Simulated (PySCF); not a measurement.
**Molecular orbitals of IF**

PBE at R = 1.911 Å; I def2-TZVPP with ECP28, F def2-TZVPP; scalar-relativistic core potentials (PySCF 2.14). State: ¹Σ⁺ (singlet), closed shell. Only the outer orbitals are listed, counted within each symmetry, core potentials removing the inner ones.

| orbital | occ. | ε (eV) | on I (%) | main shells (%) |
| --- | --- | --- | --- | --- |
| 5σ | 2 | -29.48 | 7 | 92 F s |
| 6σ | 2 | -18.05 | 88 | 88 I s |
| 7σ | 2 | -11.84 | 34 | 64 F p, 25 I p |
| 3π | 2 | -10.38 | 16 | 84 F p, 14 I p |
| 3π | 2 | -10.38 | 16 | 84 F p, 14 I p |
| 4π | 2 | -6.78 | 87 | 87 I p, 13 F p |
| 4π | 2 | -6.78 | 87 | 87 I p, 13 F p |
| 8σ | 0 | -4.49 | 83 | 75 I p, 19 F p |
| 5π | 0 | 3.76 | 100 | 95 I p |
| 5π | 0 | 3.76 | 100 | 95 I p |

Question: Which are the highest filled and the lowest empty level, where do they sit, and how wide is the gap?

Answer: Highest filled 4π at -6.78 eV (in %: 87 I p, 13 F p); lowest empty 8σ at -4.49 eV (in %: 75 I p, 19 F p); the gap at PBE is 2.29 eV.

```json
{
  "bond order (Mayer)": "0.95",
  "⟨S²⟩": "0.000",
  "charge on I (Mulliken, basis-dependent)": "0.31",
  "charge on I (Löwdin, basis-dependent)": "0.29",
  "dipole moment (positive dipole means I(−)F(+))": "-1.77 D",
  "polarisability along the bond": "33.5 bohr³",
  "polarisability across the bond": "24.5 bohr³"
}
```

Spin–orbit coupling is left out.
